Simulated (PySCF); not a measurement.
Isomers of C7H11BO, mass 122.090 u with the commonest isotopes. Computed with PySCF, PBE0-D3(BJ)/def2-SVP geometry optimisation, gas phase. One conformer each, none proved a minimum here; rigid rotors.

Question: Order these by rotational constant B, smallest first.
A. `[CH:1]#[C:2][C@@H:3]1[BH:4][CH2:5][CH2:6][C@@H:7]1[O:8][CH3:9]` with C6–C7–O8–C9 176°, C2–C3–B4–C5 -102°, C3–B4–C5–C6 9°, B4–C5–C6–C7 -28°, C5–C6–C7–O8 162°
B. `[CH2:1]=[C:2]([C:3]#[C:4][CH3:5])[CH2:6][BH:7][O:8][CH3:9]` with C1–C2–C6–B7 106°, C2–C6–B7–O8 -132°, C6–B7–O8–C9 180°
C. `[CH:1]#[C:2][C@@H:3]1[BH:4][CH2:5][CH2:6][C@H:7]1[O:8][CH3:9]` with C6–C7–O8–C9 -77°, C2–C3–B4–C5 -146°, C3–B4–C5–C6 -11°, B4–C5–C6–C7 30°, C5–C6–C7–O8 -159°

Answer: B (708.3 MHz), A (1527 MHz), C (1563 MHz).

Question: Order these by dipole moment, smallest first.
A. `[CH:1]#[C:2][C@@H:3]1[BH:4][CH2:5][CH2:6][C@@H:7]1[O:8][CH3:9]` with C6–C7–O8–C9 176°, C2–C3–B4–C5 -102°, C3–B4–C5–C6 9°, B4–C5–C6–C7 -28°, C5–C6–C7–O8 162°
B. `[CH:1]#[C:2][C@@H:3]1[BH:4][CH2:5][CH2:6][C@H:7]1[O:8][CH3:9]` with C6–C7–O8–C9 -77°, C2–C3–B4–C5 -146°, C3–B4–C5–C6 -11°, B4–C5–C6–C7 30°, C5–C6–C7–O8 -159°
C. `[CH2:1]=[C:2]([C:3]#[C:4][CH3:5])[CH2:6][BH:7][O:8][CH3:9]` with C1–C2–C6–B7 106°, C2–C6–B7–O8 -132°, C6–B7–O8–C9 180°

Answer: A (0.86 D), C (1.75 D), B (2.07 D).

Question: Order these by rotational constant C, smallest first.
A. `[CH2:1]=[C:2]([C:3]#[C:4][CH3:5])[CH2:6][BH:7][O:8][CH3:9]` with C1–C2–C6–B7 106°, C2–C6–B7–O8 -132°, C6–B7–O8–C9 180°
B. `[CH:1]#[C:2][C@@H:3]1[BH:4][CH2:5][CH2:6][C@@H:7]1[O:8][CH3:9]` with C6–C7–O8–C9 176°, C2–C3–B4–C5 -102°, C3–B4–C5–C6 9°, B4–C5–C6–C7 -28°, C5–C6–C7–O8 162°
C. `[CH:1]#[C:2][C@@H:3]1[BH:4][CH2:5][CH2:6][C@H:7]1[O:8][CH3:9]` with C6–C7–O8–C9 -77°, C2–C3–B4–C5 -146°, C3–B4–C5–C6 -11°, B4–C5–C6–C7 30°, C5–C6–C7–O8 -159°

Answer: A (583.3 MHz), C (900.3 MHz), B (1115 MHz).

```json
{"SMILES": "C=C(C#CC)CBOC", "point group": "C1", "Ia (u·Å²)": "209.92", "Ib (u·Å²)": "713.47", "Ic (u·Å²)": "866.36", "κ": "-0.86", "μa (D)": "0.63", "μb (D)": "1.61", "μc (D)": "0.28"}
{"SMILES": "C#C[C@@H]1BCC[C@@H]1OC", "point group": "C1", "Ia (u·Å²)": "230.09", "Ib (u·Å²)": "330.88", "Ic (u·Å²)": "453.44", "κ": "-0.24", "μa (D)": "0.22", "μb (D)": "0.19", "μc (D)": "0.81"}
{"SMILES": "C#C[C@@H]1BCC[C@H]1OC", "point group": "C1", "Ia (u·Å²)": "272.33", "Ib (u·Å²)": "323.31", "Ic (u·Å²)": "561.37", "κ": "0.39", "μa (D)": "1.65", "μb (D)": "0.90", "μc (D)": "0.88"}
```
